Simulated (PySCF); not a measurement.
## Radial density of Ne³⁺ (neon, charge +3)

LDA, [He] 2s2 2p3, high-spin 4S determinant. Calculation: PySCF 2.14, in x2c-TZVPall; the spin-free X2C one-electron Hamiltonian (Gaussian nucleus).

| r (bohr) | 4πr²ρ (e/bohr) | 4πr²(ρα − ρβ) |
| --- | --- | --- |
| 0.00213 | 0.03676 | 0.0000 |
| 0.00358 | 0.1001 | -0.0001 |
| 0.00603 | 0.2640 | -0.0003 |
| 0.0101 | 0.6786 | -0.0006 |
| 0.0170 | 1.653 | -0.0012 |
| 0.0287 | 3.684 | -0.0008 |
| 0.0482 | 7.029 | 0.0096 |
| 0.0811 | 10.38 | 0.0783 |
| 0.136 | 10.12 | 0.3796 |
| 0.230 | 5.885 | 1.3555 |
| 0.386 | 4.999 | 3.1173 |
| 0.649 | 6.285 | 3.6242 |
| 1.09 | 2.725 | 1.4658 |
| 1.84 | 0.2242 | 0.1303 |
| 3.09 | 0.001094 | 0.0006 |

Densities and radii are taken from the X2C orbitals without a picture-change correction, which distorts them close to the nucleus.
